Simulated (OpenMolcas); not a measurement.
**What dynamic correlation does to the levels of N⁺**

```yaml
Program: OpenMolcas
Basis: ANO-L-VDZP [3s2p1d]
Scalar_Hamiltonian: non-relativistic, point nucleus
Active_space: 4 electrons in 4 orbitals (2s 2p)
State_averaging: 2S+1 = 3 even, 3 roots; 2S+1 = 1 even, 6 roots; 2S+1 = 5 odd, 1 root; 2S+1 = 3 odd, 8 roots; 2S+1 = 1 odd, 5 roots (0 in the spin-orbit step)
Spin-orbit_coupling: RASSI with atomic mean-field integrals over the reference wave functions, term energies averaged over their components
```

Methods on the same reference wave functions:
A. CASSCF
B. SS-CASPT2, IPEA 0.25 Eh, imaginary shift 0.1 Eh (closed shells correlated: 1s)

Energies in cm-1 above 2s2 2p2 3P0, the measured ground level; measured values from NIST Handbook of Basic Atomic Spectroscopic Data.

```csv
Level,A,B,Measured
2s2 2p2 3P0,0.0,0.0,0.0
2s2 2p2 3P1,45.2,45.2,48.7
2s2 2p2 3P2,134,134,131
2s2 2p2 1D2,17715,16600,15316
2s2 2p2 1S0,30829,33640,32689
2s 2p3 5S* 2,36087,42260,46785
2s 2p3 3D* 2,95643,91600,92250
2s 2p3 3D* 1,95643,91600,92251
2s 2p3 3D* 3,95643,91600,92236
2s 2p3 3P* 0,113010,110910,109223
2s 2p3 3P* 1,113010,110910,109216
2s 2p3 3P* 2,113010,110910,109217
```

Deviations, from unrounded energies. A percentage is the sum of absolute deviations over the sum of measured energies, with the sign that they share, or ± where signs differ.

| Against measurement | Levels | A | B |
| --- | --- | --- | --- |
| mean absolute deviation (cm-1) | 11 | 3300 | 1300 |
| fine structure of the ground term (%) | 2 | ±3.9 | ±3.9 |
| other terms of the ground configuration (%) | 2 | ±8.9 | +4.7 |
| other configurations (%) | 7 | ±5.0 | ±1.8 |

B lies closest to measurement on these levels. The largest miss of B in the table is 2s 2p3 5S* 2, by -4500 cm-1. The ranking rests on the paired levels alone, and a cruder setting can come out closer through cancelling errors.

From A to B the spin-free energies of the other terms of 2s2 2p2 shown, above 3P, scale by factors of 0.94 to 1.09.

The lowest spin-free term lies below A's lowest term by 0.044 hartree in B.

Term energies are means over components that CASPT2 splits; among the terms shown or strongly mixed into the levels shown the widest spread is 150 cm-1 (2s 2p3 3D*, B). Without dynamic correlation excited terms often stand tens of per cent too high (terms of higher spin than the ground term too low), and those without a measured partner can miss by more than the paired ones (holds for A). Computed and measured levels are paired by configuration, term and J; levels that our copy of the source lacks, or whose pairing is in doubt (as where it misses far off the trend of its configuration), stay unpaired and out of the deviations. Only configurations of the active space appear.

* marks odd parity.
